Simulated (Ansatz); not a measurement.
Ideal-gas functions of ClH3OSiZn, SMILES `[SiH3][O][Zn][Cl]` at 298.15 K and 1 bar, from an Ansatz frequency run at PBE0-D4/def2-TZVP.

Molar mass 147.95 g/mol, point group Cs (symmetry number 1), electronic degeneracy 1, moments of inertia 13.036, 507.045, 514.236 u Å². Harmonic wavenumbers (cm⁻¹, unscaled): 21, 55, 131, 144, 379, 544, 724, 730, 954, 959, 992, 1055, 2194, 2199, 2224.

Use S(trans) = R[1.5 ln M + 2.5 ln T − 1.1517]; rotational temperatures θ = 24.2544 K / I; S(rot) = R[ln(√π/σ · √(T³/θAθBθC)) + 1.5]; for each mode x = 1.438777 ν̃/T, S = R[x/(eˣ − 1) − ln(1 − e⁻ˣ)] and H = RT x/(eˣ − 1); 1 cm⁻¹ = 0.0119627 kJ/mol; R = 8.31446 J/(mol·K).

Question: By hand: the entropy, in J/(mol·K).

Answer: Translation 171.2. Rotation: θ = 1.8606, 0.0478, 0.0472 K, giving 111.0. Vibration, mode by mode: 27.35, 19.37, 12.26, 11.51, 4.36, 2.33, 1.17, 1.14, 0.47, 0.46, 0.40, 0.31, 0.00, 0.00, 0.00, in all 81.1. Electronic 0.0. Sum 363.3 J/(mol·K).

Question: By hand: H − E and G − E in kJ/mol, counted from the electronic energy.

Answer: Zero-point energy ½ × 13305 × 0.0119627 = 79.6; thermal vibration 10.3; translation, rotation and pV give 4 RT = 9.9. H − E = 99.8 kJ/mol, and G − E = 99.8 − 298.15 × 363.3/1000 = -8.5 kJ/mol.

Vibration gives 22 % of the entropy, 70.5 J/(mol·K) of it from the modes under 150 cm⁻¹: soft modes count most, and the harmonic formula is weakest for them. The sum counts one conformer and one mirror image; others add a mixing term.
